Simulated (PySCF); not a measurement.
## Computed data sheet: `C[BH2-][S@@+](C)CC`

Compound: C4H13BS.
Structure used (PBE0-D3(BJ)/def2-SVP), in Å, numbered top down from 1:
```
atom  x, y, z in Å
C1     2.8673   -0.1550    0.0278
B2     1.4790   -0.7953   -0.4675
S3     0.0210   -0.0452    0.6421
C4    -0.0967    1.6669    0.1034
C5    -1.4485   -0.7648   -0.1334
C6    -2.7548   -0.3324    0.4992
H7     3.6824   -0.6101   -0.5600
H8     2.9482    0.9339   -0.1346
H9     3.0962   -0.3560    1.0879
H10    1.3333   -1.9871   -0.2143
H11    1.1263   -0.5058   -1.6083
H12   -0.1220    1.7060   -0.9950
H13    0.8088    2.1719    0.4641
H14   -0.9794    2.1507    0.5415
H15   -1.3920   -0.5329   -1.2085
H16   -1.2823   -1.8478   -0.0318
H17   -2.9408    0.7445    0.3703
H18   -3.5927   -0.8666    0.0264
H19   -2.7730   -0.5566    1.5759
```

From PBE0-D3(BJ)/def2-SVP geometry optimisation, gas phase (PySCF):

```yaml
Point_group: C1
Rotational_constants_A_B_C: 5.355, 1.519, 1.315 GHz
```

From PBE0/pcSseg-1 ground state and GIAO shieldings, non-relativistic (PySCF):

```yaml
Dipole_moment: 4.77 D
HOMO_energy: -7.53 eV
LUMO_energy: 0.60 eV
HOMO–LUMO_gap: 8.13 eV
Lowest_Hirshfeld_atomic_charge: -0.21 e on C1
Highest_Hirshfeld_atomic_charge: +0.24 e on S3
13C_chemical_shifts_computed_TMS_as_zero_by_class: 40.4 (C5), 22.5 (C4), 12.7 (C6), -2.0 (C1) ppm
1H_chemical_shifts_computed_TMS_as_zero_by_class: 2.50 (H10), 2.47 (H16), 2.06 (H11), 2.02 (H15), 1.90 (H12/H13/H14), 1.19 (H17/H18/H19), 0.00 (H7/H8/H9) ppm
Isotropic_shieldings_of_nuclei_other_than_C_and_H_by_class: 115 (B2), 481 (S3) ppm
Mayer_bond_orders_between_heavy_atoms: C1–B2 0.99, B2–S3 0.59, S3–C4 0.96, S3–C5 0.96, C5–C6 1.03
```

Monoisotopic mass (most abundant isotopes): 104.0831 u.

The dipole equals about 15.9 × 10⁻³⁰ C·m (1 D = 3.33564 × 10⁻³⁰ C·m). With B = h/(8π²I), that is 505.379 GHz u Å² over I, the principal moments of inertia are 94.4, 332.6 and 384.5 u Å² (most abundant isotopes); the inertial defect Ic − Ia − Ib is -42.5 u Å² (zero for a rigid planar frame, negative otherwise). The rotational constants make it an asymmetric top with κ = (2B − A − C)/(A − C) = -0.90, nearer the prolate limit (−1).

 NMR classes are plain means over equivalent atoms (diastereotopic ones count apart unless rotation or inversion swaps them), as if these changed places fast; in this geometry the members of some classes differ.

For the NMR shielding job (PBE0/pcSseg-1), on an Arm Neoverse V1 with one thread, no GPU, on a shared host, this took 21 s.

One conformer stands for the species.
